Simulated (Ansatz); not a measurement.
The cluster Sn4H2. Total charge 0; singlet. Geometry PBE0-D4/def2-SVP, basis def2-TZVP, Ansatz.

```csv
atom,x (Å),y (Å),z (Å)
Sn1,1.2305,1.9219,1.1112
Sn2,1.1372,-0.5005,-0.3989
Sn3,-1.4027,0.7936,0.5737
Sn4,-1.4570,-1.7392,-0.8514
H5,-0.8135,-0.5750,-2.1116
H6,1.3056,0.0991,1.6771
```

| run | HOMO (eV) | LUMO (eV) |
| --- | --- | --- |
| A | -5.14 | -3.38 |
| B | -5.13 | -3.65 |
| C | -5.67 | -2.77 |
| D | -5.32 | -3.13 |
| E | -4.93 | -3.41 |

In the def2 sets Sn takes a core potential; there is no spin–orbit coupling. HSE06 is defined as in plane-wave codes, on full-range PBE exchange. The structure comes from a short search, and lower isomers may exist.

**Question.** The runs used HSE06, LDA (SPW92), PBE, PBE0, r2SCAN. Estimate which is which.

**Answer.** A r2SCAN (0 % exact exchange); B LDA (SPW92) (0 % exact exchange); C PBE0 (25 % exact exchange); D HSE06 (range-separated); E PBE (0 % exact exchange). Exact exchange lowers occupied and raises empty levels; among semilocal functionals meta-GGAs tend to open the gap a little, and such runs are hard to tell apart. The gap grows from 1.48 eV (LDA (SPW92)) to 2.90 eV (PBE0).
